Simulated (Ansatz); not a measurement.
Cl2HOY (`[OH][Y]([Cl])[Cl]`), 5 atoms. The species carries charge 0 and has multiplicity 1. Correlated methods include outer-core shells of Y, which these sets cover unevenly. Y: def2 effective core potential. All runs use 4 threads of a server CPU on a shared host. Correlated methods freeze the cores.

Question: How many basis functions does each run have, and how long does it take in Ansatz? RHF-CCSD(T)/def2-TZVPP energy; RKS ωB97M-V/def2-TZVPP energy and forces; RKS PBE0-D4/def2-SVP energy; direct RPA on PBE orbitals/def2-TZVPP energy; RKS B3LYP-D4/def2-TZVPP energy and forces; RKS PBE0-D4/def2-TZVP frequencies; RKS PBE0-D4/def2-TZVP relaxation (10 steps); RHF-MP2/def2-QZVPP energy; RKS ωB97M-V/def2-SVP energy; RKS PBE0-D4/def2-QZVPP energy; RKS SPW92 (LDA)/def2-TZVPP energy; RKS ωB97M-V/def2-QZVPP energy. (An estimate is asked.)

Answer: Ansatz gave: Other jobs shared the machine, so times are rough.

```csv
level,job,functions,wall time,peak host memory (GiB)
RKS SPW92 (LDA)/def2-TZVPP,energy,185,0.95 s,0.22
RKS PBE0-D4/def2-SVP,energy,86,1.1 s,0.16
RKS B3LYP-D4/def2-TZVPP,energy and forces,185,3.2 s,0.44
direct RPA on PBE orbitals/def2-TZVPP,energy,185,3.6 s,0.33
RKS PBE0-D4/def2-QZVPP,energy,308,4.7 s,0.84
RKS ωB97M-V/def2-SVP,energy,86,5.5 s,0.28
RHF-MP2/def2-QZVPP,energy,308,7 s,0.95
RKS ωB97M-V/def2-TZVPP,energy and forces,185,10 s,0.6
RKS ωB97M-V/def2-QZVPP,energy,308,14 s,1
RKS PBE0-D4/def2-TZVP,relaxation (10 steps),151,25 s,0.36
RKS PBE0-D4/def2-TZVP,frequencies,151,47 s,0.35
RHF-CCSD(T)/def2-TZVPP,energy,185,57 s,2
```

B3LYP here is the variant with VWN-RPA as its local correlation; programs differ in this.
